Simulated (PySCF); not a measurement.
## Dipole moment and polarisability of `COS(=O)(=O)c1ccc(C)cc1`

Compound: C8H10O3S.
Cartesian coordinates in Å at the PBE0-D3(BJ)/def2-SVP level; atoms count from 1:
```xyz
22
C8H10O3S angstrom
C      3.554    0.833   -0.513
O      3.306   -0.558   -0.397
S      2.452   -1.061    0.889
O      2.854   -0.276    2.043
O      2.573   -2.500    0.849
C      0.805   -0.597    0.442
C      0.116   -1.364   -0.495
C     -1.174   -0.987   -0.853
C     -1.786    0.138   -0.286
C     -3.181    0.538   -0.665
C     -1.068    0.884    0.659
C      0.223    0.525    1.029
H      4.233    0.949   -1.368
H      4.029    1.224    0.398
H      2.621    1.387   -0.714
H      0.587   -2.250   -0.924
H     -1.723   -1.585   -1.585
H     -3.206    1.568   -1.053
H     -3.850    0.507    0.209
H     -3.598   -0.126   -1.434
H     -1.534    1.760    1.119
H      0.782    1.091    1.777
```

Level: CAM-B3LYP/def2-SVPD (PySCF), static field, nuclei fixed, core orbitals frozen in the response. The polarisability tensor in these axes (au):

```
x   153.81 -11.36  14.59
y   -11.36 113.36   8.79
z    14.59   8.79 102.00
```

**Question.** What are the eigenvalues, a third of the trace, and Δα (Δα² = ½Σ(αi − αj)² over the three pairs)?

**Answer.** Principal values 91.81, 117.98 and 159.39 au; mean 123.06 au = 18.24 Å³ = 20.29 × 10⁻⁴⁰ C²·m²/J; Δα = 59.02 au (48 % of the mean).

**Question.** What is the dipole moment, and where does it point?

**Answer.** (-3.93, 3.74, -2.91) D, 6.16 D in size, pointing from the negative to the positive side. Measured along this direction, the outermost atoms are O5 at the negative end and H18 at the positive end.

**Question.** What would n − 1 = 2πNα be for an ideal gas of these molecules at 400 K and 1 atm, electronic part alone?

**Answer.** N = p/kT = 1.8347 × 10¹⁹ cm⁻³, so n − 1 = 2π × N × 18.24 × 10⁻²⁴ cm³ = 2102 × 10⁻⁶ at long wavelengths, for an ideal gas.

**Question.** Along which axes do the principal values lie, and how far do the nuclei extend along each?

**Answer.** Largest value along (0.96, -0.20, 0.21), where the nuclei span 7.44 Å; middle along (0.06, 0.85, 0.52), 4.36 Å; least along (-0.28, -0.49, 0.83), 3.98 Å. The response follows the extents in order.

**Question.** Traceless (Buckingham) quadrupole moment about the centre of nuclear charge: eigenvalues?

**Answer.** -12.54, -0.77, 13.31 D·Å. The values depend on the origin, since the dipole doesn't vanish. The electronic extent ⟨r²⟩ about the same centre is 2534 bohr², a root-mean-square distance of 2.69 Å for the 98 electrons.

Geometry: PBE0-D3(BJ)/def2-SVP, one conformer, isolated molecule.
